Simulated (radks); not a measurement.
The numbers below are computed, except where a source is named.
Q: The lutetium ion Lu2+, [Xe] 4f14 6s1. Level of theory: non-relativistic Kohn-Sham, PBE, spin-polarised, spherical densities, point nucleus (a radial shooting solver on a logarithmic mesh with Libxc functionals). Every spin shell is full or empty, so the densities are truly spherical. Functionals are evaluated on that one density, not self-consistently. Rank these orbital-free kinetic functionals by their error against the exact value of the orbitals, and give that value: Thomas-Fermi, von Weizsacker, TF + vW, TF + vW/9, TF + vW/5, LC94, Perdew 92, Thakkar, Pearson, LKT, DePristo-Kress.

A: Exact: 13851.1 hartree. From best to worst, with 100 (|E| - |E exact|)/|E exact| (equal figures are ties): LC94 -0.04, DePristo-Kress -0.25, Perdew 92 -0.75, TF + vW/9 -0.76, Thakkar -0.80, Pearson -0.93, TF + vW/5 +2.52, Thomas-Fermi -4.86, LKT +16.61, TF + vW +32.04, von Weizsacker -63.09.
